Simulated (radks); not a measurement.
The numbers below are computed, except where a source is named.
Kr III, 34 electrons, occupied as [Ar] 3d10 4s2 4p4.

Code: a radial shooting solver on a logarithmic mesh with Libxc functionals. Model: scalar-relativistic Kohn-Sham, Slater X-alpha with alpha = 0.667, spin-polarised, spherical densities, finite nucleus; open shells are filled with parallel spins first; Fermi nuclear charge, rms radius 4.1884 fm.

Energy parts (eV):
| part | energy |
|---|---|
| total | -75709.424 |
| kinetic | 77479.773 |
| electron-nucleus | -182024.752 |
| Hartree | 31259.574 |
| exchange | -2424.019 |

Orbitals (lengths in bohr, moments of r in powers of bohr; <r^-3> diverges for s and p1/2; r(90%) holds 90 % of the orbital's charge):
orbital	occ.	eigenvalue (eV)	<r^-3>	r(90%)
1s up	1	-14158.69	-	0.0743
1s down	1	-14158.50	-	0.0743
2s up	1	-1885.263	-	0.284
2s down	1	-1885.140	-	0.284
2p up	3	-1671.214	1493	0.261
2p down	3	-1671.040	1493	0.261
3s up	1	-286.6022	-	0.791
3s down	1	-286.3385	-	0.790
3p up	3	-218.4682	222.1	0.826
3p down	3	-218.1676	222.3	0.825
3d up	5	-105.2887	26.93	0.913
3d down	5	-104.9111	27.03	0.908
4s up	1	-45.7382	-	2.21
4s down	1	-43.4309	-	2.21
4p up	3	-30.6897	22.92	2.60
4p down	1	-28.4051	22.75	2.64

The highest occupied level is 4p down at -28.405 eV. For comparison, the ionisation energy in NIST's Atomic Spectra Database is 35.84 eV (measured). In exact Kohn-Sham theory the highest level is minus the ionisation energy, but local and semilocal functionals leave it too shallow, through self-interaction and a potential that decays too fast; potentials with the right tail come closer. Spin moment in Bohr magnetons: 2.
